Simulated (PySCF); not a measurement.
Spinor energies of Re(66+) (rhenium, charge +66)

Start: [He] 2s2 2p5; 2p1/2 filled at m_j = +1/2; 2p3/2 filled at m_j = -3/2, -1/2, +1/2, +3/2. Calculated with PySCF 2.14 in an even-tempered Gaussian basis (16 s from 51 bohr⁻², ratio 2.4; 13 p from 66 bohr⁻², ratio 2.4; 5 d from 230 bohr⁻², ratio 2.6; 4 f from 340 bohr⁻², ratio 2.6): generalised Hartree-Fock with the X2C-1e Hamiltonian and a Gaussian nucleus; one run each with spin-orbit coupling (SO) screened by Boettger's factors, then bare. This is a chosen level, not necessarily the ground level.

```tsv
spinor shell	electrons	ε, screened SO (eV)	ε, bare SO (eV)	weight of nominal j (bare SO)	rms radius, bare SO (bohr)
1s1/2	2	-78391.9	-78392.1	1.000	0.0204
2s1/2	2	-18399.9	-18400.0	1.000	0.0805
2p1/2	1	-17988.1	-18024.1	1.000	0.0679
2p3/2	4	-16453.4	-16442.6	1.000	0.0751
```

```tsv
quantity	screened SO	bare SO
E (hartree)	-10757.05482	-10756.76370
M_J	1/2	1/2
⟨J²⟩	0.750	0.750
⟨L²⟩	2.018	2.019
⟨S²⟩	0.768	0.769
```

Each row is a mean over spinors that exchange with the open shell spreads, by up to 21.623 eV (2p3/2).

Breit and QED terms are absent; they matter most for the inner s and p1/2 levels.

Densities and radii are taken from the X2C orbitals without a picture-change correction, which distorts them close to the nucleus.
